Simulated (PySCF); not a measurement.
# The 37-electron isoelectronic series, non-relativistic

All values are computed (PySCF 2.14, energy differences of UHF-based or UKS calculations, no spin-orbit coupling). Each ion has its own even-tempered basis scaled to its charge (18s12p9d4f3g for the first); frozen: [Ar] 3d10. Ionisation energies in eV.

| ion | configuration | UHF | LDA | PBE | PBE0 | r2SCAN | MP2 (outer shells) | NIST (with spin-orbit, Breit and QED) |
| --- | --- | --- | --- | --- | --- | --- | --- | --- |
| Sm²⁵⁺ | [Kr] 4d1 (2D) | 820.04 | 822.22 | 822.29 | 822.13 | 821.86 | 820.31 | 822 ± 4 (t) |
| Gd²⁷⁺ | [Kr] 4d1 (2D) | 933.71 | 935.99 | 936.07 | 935.89 | 935.62 | 933.93 | 937 ± 4 (t) |
| Dy²⁹⁺ | [Kr] 4d1 (2D) | 1054.3 | 1056.7 | 1056.8 | 1056.6 | 1056.3 | 1054.4 | 1059 ± 4 (t) |
| Er³¹⁺ | [Kr] 4d1 (2D) | 1181.9 | 1184.4 | 1184.5 | 1184.3 | 1183.9 | 1182.0 | 1188 ± 4 (t) |
| Yb³³⁺ | [Kr] 4d1 (2D) | 1316.4 | 1319.0 | 1319.1 | 1318.8 | 1318.4 | 1316.4 | 1324 ± 5 (t) |
| W³⁷⁺ | [Kr] 4d1 (2D) | 1606.3 | 1609.0 | 1609.1 | 1608.8 | 1608.4 | 1606.1 | 1621.7 ± 1.5 (s) |
| Os³⁹⁺ | [Kr] 4d1 (2D) | 1761.5 | 1764.4 | 1764.5 | 1764.2 | 1763.7 | 1761.3 | 1776 ± 4 (t) |
| Pt⁴¹⁺ | [Kr] 4d1 (2D) | 1923.6 | 1926.5 | 1926.6 | 1926.3 | 1925.7 | 1923.3 | 1941 ± 4 (t) |
| Hg⁴³⁺ | [Kr] 4d1 (2D) | 2092.5 | 2095.5 | 2095.6 | 2095.3 | 2094.7 | 2092.1 | 2113 ± 4 (t) |

**Question.** Interpolate the row of Hf³⁵⁺.

**Answer.** configuration [Kr] 4d1 (2D); UHF 1457.9; LDA 1460.6; PBE 1460.7; PBE0 1460.4; r2SCAN 1460.0; MP2 (outer shells) 1457.8; NIST (with spin-orbit, Breit and QED) 1467 ± 5 (t).

Each ion has its own basis, which adds noise of up to about 0.1 % along the series.

NIST values marked (s) are semi-empirical, (t) theoretical. Open shells are high-spin determinants of the terms that Hund's rules give.

All relativistic terms are absent from the calculated values; where these lie close to NIST, scalar and spin-orbit shifts of opposite sign can cancel.
